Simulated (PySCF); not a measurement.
TeCl₄, SMILES Cl[Te](Cl)(Cl)Cl.

Geometry: B3LYP-D3(BJ)/def2-SVP. The isomer is the one that the SMILES or the coordinates give; other isomers of the formula were not compared. The def2 effective core potentials stand for the cores of Te; spin–orbit coupling is left out.

Two levels are set side by side: PBE/def2-TZVP (PySCF) and ωB97X/def2-TZVP (PySCF). Same geometry, gas phase. Differences are taken from unrounded values.

```
quantity                      ωB97X    PBE  PBE minus ωB97X
---------------------------  ------  -----  ---------------
orbital gap (eV)               8.67   2.86            -5.80
highest occupied level (eV)  -10.60  -7.39             3.21
lowest empty level (eV)       -1.94  -4.53            -2.59
dipole moment (D)              0.98   0.96            -0.02
mean polarisability (bohr³)    95.1   99.0              3.9
```

PBE's occupied levels lie high since its potential decays too fast outside the molecule; exact exchange lowers them and widens the gap. Loosely held outer electrons make PBE densities more polarisable. Differences between two approximate levels are no errors against the true value.

Rough cost on one machine, each run with all the roots and properties that it gave: ωB97X against PBE within a factor of 2.
